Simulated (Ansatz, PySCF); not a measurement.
The molecule BRh, closed-shell singlet (lowest of 2S+1 = 1, 3, 5 at CCSD(T)/def2-TZVPP on PBE0 minima; our sources give no spin for the ground state, which may be another). No spin–orbit coupling.

Constants: fifth-degree fit in 1/R to seven points, most abundant isotopes. In def2 and cc sets the state is the lowest found near the PBE0 minimum, followed along R. The singlet is held restricted. HF and MP2 rows in def2 and cc sets belong to the determinant that coupled cluster picked by its CCSD energy.

The values were computed with Ansatz (Gaussian orbitals); PySCF for 3-21G rows, LANL2DZ rows. Each number belongs to the level named beside it. In def2 rows elements past Kr take small-core potentials, without spin–orbit coupling.

| level | r_e (Å) | ω_e (cm⁻¹) | ω_e x_e (cm⁻¹) | B_e (cm⁻¹) | dipole (D) |
|---|---|---|---|---|---|
| HF/3-21G | 1.662 | 1053 | 4.6 | 0.613 | 3.55 |
| HF/def2-TZVPP | 1.637 | 1029 | 5.3 | 0.633 | - |
| HF/def2-QZVPP | 1.633 | 1028 | 5.2 | 0.636 | - |
| SVWN5/def2-TZVPP | 1.672 | 989 | 4.4 | 0.606 | 2.76 |
| PBE/def2-TZVPP | 1.694 | 946 | 4.4 | 0.591 | 2.98 |
| BP86/LANL2DZ | 1.757 | 918 | 4.8 | 0.549 | 2.83 |
| r2SCAN/def2-TZVPP | 1.678 | 976 | 4.3 | 0.602 | 3.14 |
| B97M-V/def2-TZVPP | 1.686 | 945 | 4.5 | 0.596 | 3.17 |
| B3LYP/LANL2DZ | 1.746 | 933 | 4.9 | 0.556 | 2.84 |
| B3LYP/def2-TZVPP | 1.680 | 962 | 4.5 | 0.600 | 2.97 |
| PBE0/def2-TZVPP | 1.670 | 986 | 4.4 | 0.607 | 3.08 |
| BHLYP/def2-TZVPP | 1.655 | 1004 | 4.7 | 0.619 | 3.06 |
| CAM-B3LYP/def2-TZVPP | 1.663 | 1001 | 4.5 | 0.613 | 3.08 |
| wB97X-V/def2-TZVPP | 1.664 | 1008 | 4.4 | 0.612 | 3.22 |
| wB97M-V/def2-TZVPP | 1.664 | 1005 | 4.4 | 0.612 | 3.10 |
| B2PLYP/def2-TZVPP | 1.704 | 915 | 3.5 | 0.584 | - |
| MP2/def2-TZVPP | 1.717 | 968 | -6.1 | 0.575 | - |
| MP2/def2-QZVPP | 1.714 | 957 | -5.9 | 0.577 | - |
| MP2/CBS(def2-TZVPP, def2-QZVPP) | 1.714 | 952 | -5.9 | 0.577 | - |
| SCS-MP2/def2-TZVPP | 1.711 | 953 | -3.8 | 0.579 | - |
| SCS-MP2/def2-QZVPP | 1.707 | 944 | -3.6 | 0.582 | - |
| CCSD/def2-TZVPP | 1.668 | 1004 | 4.8 | 0.609 | - |
| CCSD/def2-QZVPP | 1.661 | 1004 | 4.8 | 0.614 | - |
| CCSD(T)/def2-TZVPP | 1.693 | 950 | 3.5 | 0.591 | - |
| CCSD(T)/def2-QZVPP | 1.688 | 945 | 3.6 | 0.595 | - |
| CCSD(T)/CBS(def2-TZVPP, def2-QZVPP) | 1.687 | 943 | 3.7 | 0.596 | - |

Correlated levels freeze the inner cores; with def2 sets outer-core shells near the valence are correlated too. CBS: X⁻³ extrapolation of the correlation energy, Hartree–Fock from the larger set. Rows in 3-21G, LANL2DZ carry no dispersion term and start afresh at each structure; the Pople sets are all-electron and without relativity. LANL2DZ brings its own core potentials from Na on.

Doubts at one or more of the structures used: a restricted determinant that unrestricted orbitals would lower (HF/def2-TZVPP, HF/def2-QZVPP, MP2/def2-TZVPP, MP2/def2-QZVPP, MP2/CBS(def2-TZVPP, def2-QZVPP), SCS-MP2/def2-TZVPP, SCS-MP2/def2-QZVPP, CCSD/def2-TZVPP, CCSD/def2-QZVPP, CCSD(T)/def2-TZVPP, CCSD(T)/def2-QZVPP, CCSD(T)/CBS(def2-TZVPP, def2-QZVPP)).

Ansatz is a first-principles code.
